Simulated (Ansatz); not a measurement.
The same path of BH4NO + H3N (11 atoms, charge 0, multiplicity 1) was run 3 times with different band settings. Lost on the way: B1–H2, N8–H11. Made: B1–N8, H2–H11.

Method: RKS r2SCAN-D4/def2-SVP in Ansatz.

Relaxed end points:

```xyz
11
Properties=species:S:1:pos:R:3
B -0.162 -0.436 -0.227
H -0.154 -1.019 0.837
O 0.999 -0.034 -0.843
H 1.781 -0.282 -0.340
N -1.385 -0.180 -0.869
H -2.276 -0.475 -0.496
H -1.435 0.269 -1.776
N -0.140 2.376 1.221
H -0.964 2.069 0.699
H 0.636 2.174 0.589
H -0.048 1.692 1.974
```

```xyz
11
Properties=species:S:1:pos:R:3
B 0.014 0.588 -0.585
H -0.656 0.169 3.275
O 1.277 0.136 -0.925
H 1.258 -0.622 -1.517
N -1.173 -0.006 -1.112
H -1.172 -0.847 -1.672
H -2.098 0.259 -0.803
N -0.042 1.681 0.327
H -0.887 2.178 0.565
H 0.806 2.151 0.615
H -0.475 0.470 2.599
```

Common settings: movable images 7; climbing image yes; optimiser quadratic models (default); start path through a guess of the saddle point; iteration limit 60; end points relaxed.

| run | spring | force threshold |
| --- | --- | --- |
| 1 | 5.0 eV/Å² | 0.05 eV/Å |
| 2 | 0.1 eV/Å² | 0.05 eV/Å |
| 3 | 5.0 eV/Å² | 0.5 eV/Å |

Question: What does each run give, and how far can it be trusted?

Answer: Run 1: converged after 31 iterations, highest image 1.565 eV above the first end. Beside the main top the profile has a ripple of under 15 meV (maxima at images 2, 4), which may be a very shallow well or noise. Neighbouring images differ by up to 1.6 eV, so the band resolves the path poorly. A vibrational analysis at the climbing image gives 2 clearly imaginary modes (1376i, 137i cm⁻¹): a point of higher order, so a lower path passes nearby.
Run 2: converged after 58 iterations, highest image 1.545 eV above the first end. The profile has 2 maxima (images 2, 4) with wells between them (image 3): this band takes more than one step, which may be the mechanism or a detour left from its start path. Neighbouring images differ by up to 1.7 eV, so the band resolves the path poorly. The order of the stationary point at the top wasn't checked.
Run 3: converged after 18 iterations, highest image 1.594 eV above the first end. The threshold of 0.5 eV/Å is loose, so the images may lie well off the minimum-energy path. The profile has 2 maxima (images 2, 5) with wells between them (image 3): this band takes more than one step, which may be the mechanism or a detour left from its start path. Neighbouring images differ by up to 1.7 eV, so the band resolves the path poorly. The order of the stationary point at the top wasn't checked.
The orbitals stay closed-shell, which can raise the energy where a bond breaks towards radicals; this wasn't checked here.
